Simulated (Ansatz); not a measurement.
Geometry optimisation, RKS PBE/6-31G* in Ansatz 0.2.0.

Input file:

```yaml
crystal:
  periodic: [false, false, false]
  atoms:
    - { symbol: Al, position_ang: [-0.111703, -0.37188, -0.313198] }
    - { symbol: H, position_ang: [-0.678021, -0.001208, 1.108834] }
    - { symbol: O, position_ang: [1.414989, -1.174004, -0.336368] }
    - { symbol: Si, position_ang: [2.646633, -1.894291, -1.180514] }
    - { symbol: H, position_ang: [2.132491, -2.948883, -2.122326] }
    - { symbol: H, position_ang: [3.418652, -0.889087, -1.989767] }
    - { symbol: H, position_ang: [3.598819, -2.550482, -0.223088] }
    - { symbol: H, position_ang: [-0.941316, -0.203094, -1.669538] }
    - { symbol: "N", position_ang: [0.227567, 2.535351, 0.723096] }
    - { symbol: H, position_ang: [1.131728, 2.780953, 1.132681] }
    - { symbol: Si, position_ang: [-0.769529, 3.854298, 0.115993] }
    - { symbol: H, position_ang: [-1.909681, 3.237144, -0.633505] }
    - { symbol: H, position_ang: [-1.347058, 4.777636, 1.158197] }
    - { symbol: H, position_ang: [0.079863, 4.676234, -0.804208] }
    - { symbol: H, position_ang: [-0.231736, 1.804711, 1.308811] }
basis:
  gaussian: { orbitals: "6-31G*" }
hamiltonian:
  xc: pbe
relax:
  f_tol: 0.03
  max_steps: 50
```

Run as:

```bash
$ ansatz run input.yaml --threads 2 --pin off --max-ram 3072MiB --backend cpu --events-out ev --progress --plain --runs-dir out
```

Problem. Where does it end, and by what steps?

Solution. The forces met the threshold. The force dipped under the threshold on the way, but the program's further checks kept it going. After 17 steps the energy has fallen by 0.937 eV; H14 moved furthest, 1.32 Å. Joined: Al1–N9 (3.10 → 2.08 Å).

```tsv
step	energy less start (eV)	largest force component (eV/Å)	accepted
0	0.0000	0.762	yes
1	-0.1694	1.049	yes
2	-0.3398	1.416	yes
3	-0.5686	1.273	yes
4	-0.7587	0.925	yes
5	-0.8503	0.441	yes
6	-0.8815	0.111	yes
7	-0.9007	0.142	yes
8	-0.9124	0.207	yes
9	-0.9220	0.177	yes
10	-0.9296	0.162	yes
11	-0.9341	0.051	yes
12	-0.9348	0.046	yes
13	-0.9354	0.053	yes
14	-0.9356	0.051	yes
15	-0.9361	0.041	yes
16	-0.9363	0.028	yes
17	-0.9366	0.026	yes
```

```xyz
15
Properties=species:S:1:pos:R:3
Al -0.258 0.130 -0.238
H -1.164 -0.656 0.842
O 1.430 -0.365 -0.354
Si 2.560 -1.348 -1.039
H 1.959 -2.427 -1.904
H 3.512 -0.560 -1.902
H 3.389 -2.029 0.018
H -0.938 0.693 -1.593
N 0.140 1.911 0.757
H 1.171 1.937 0.749
Si -0.608 3.361 -0.054
H -2.073 3.098 -0.141
H -0.355 4.583 0.779
H 0.047 3.492 -1.385
H -0.149 1.812 1.739
```

Time of the run: 63 s on 2 threads of Arm Neoverse V1 (shared host), peak memory 0.16 GiB.
